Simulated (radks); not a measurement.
Task: All-electron atom: Os LII in [Ar] 3d7. Method: scalar-relativistic Kohn-Sham, PBE, spin-polarised, spherical densities, finite nucleus; open shells are filled with parallel spins first (spin-orbit coupling, left out, can overturn this in heavy ions); Fermi nuclear charge, rms radius 5.4126 fm; computed with a radial shooting solver on a logarithmic mesh with Libxc functionals. Some entries of the table are withheld. Estimate them.

| orbital | occ. | eigenvalue (Ry) | r(max) (bohr) |
|---|---|---|---|
| 1s up | 1 | -5652.398 | 0.01103 |
| 1s down | 1 | -5652.386 | 0.01103 |
| 2s up | 1 | -1165.632 | 0.06330 |
| 2s down | 1 | -1164.613 | 0.06327 |
| 2p up | 3 | -1044.392 | 0.05208 |
| 2p down | 3 | -1043.578 | 0.05205 |
| 3s up | 1 | -422.0856 | 0.1752 |
| 3s down | 1 | -420.9404 | 0.1753 |
| 3p up | 3 | -386.2278 | 0.1729 |
| 3p down | 3 | -385.0742 | 0.1730 |
| 3d up | 5 | (1) | 0.1392 |
| 3d down | 2 | (2) | 0.1394 |
| 4s up | 0 | -213.2347 | 0.3625 |
| 4s down | 0 | -212.8345 | 0.3629 |
| 4p up | 0 | -199.2145 | (3) |
| 4p down | 0 | -198.8181 | (4) |

Result: 
(1) 3d up eigenvalue (Ry): -349.6635
(2) 3d down eigenvalue (Ry): -348.2138
(3) 4p up r(max) (bohr): 0.3700
(4) 4p down r(max) (bohr): 0.3706
